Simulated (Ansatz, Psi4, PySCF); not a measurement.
C3H6NO, doublet, at a GFN2-xTB geometry. Base run: R2SCAN/6-31G** (PySCF).

Geometry (Å):
```xyz
11

C      1.9499     0.1251     0.1709
N      0.6191    -0.0554     0.5797
C     -0.4856    -0.0175    -0.1197
C     -1.7726    -0.2487     0.6138
O     -0.3959     0.2047    -1.3345
H      2.1250     1.1247    -0.2420
H      2.5593     0.0201     1.0734
H      2.2705    -0.6399    -0.5450
H     -2.2893    -1.0987     0.1733
H     -2.4100     0.6261     0.5038
H     -1.5729    -0.4352     1.6640
```
Charge 0, spin multiplicity 2.
Orbitals are unrestricted.
All else is at PySCF's defaults.

The same geometry, method and basis name were run in Ansatz (an electronic-structure program) and Psi4 and PySCF, at each program's defaults and at the settings that a row names. The base is PySCF at its defaults. Differences at the defaults can come from grids, fitting, cores and function types together.

| code and settings | ΔE vs base (µEh) | basis functions | E (Eh) | SCF cycles | dipole (D) |
|---|---|---|---|---|---|
| PySCF, defaults (exact integrals, its default grid, spherical functions) | 0.0 | 100 | -247.70520 | 17 | 1.78 |
| Psi4, defaults (density fitting with its default set, its default grid, Cartesian functions) | -2751 | 105 | -247.70795 | 13 | 1.78 |
| Ansatz, defaults (factorised integrals, its default grid, Cartesian functions) | -2663 | 105 | -247.70786 | - | - |
| PySCF, density fitting with def2-universal-jkfit | -105 | 100 | -247.70530 | 17 | 1.78 |
| PySCF, fine grid | -7.9 | 100 | -247.70520 | 17 | 1.78 |
| Psi4, exact integrals, spherical functions, fine grid | -5.1 | 100 | -247.70520 | 18 | 1.78 |
| Ansatz, high accuracy, Cartesian functions as the basis file defines them | -2661 | 105 | -247.70786 | - | - |

Open shells are given as the SCF converged; they aren't shown to be the lowest states, and a large step between rows can be another state.
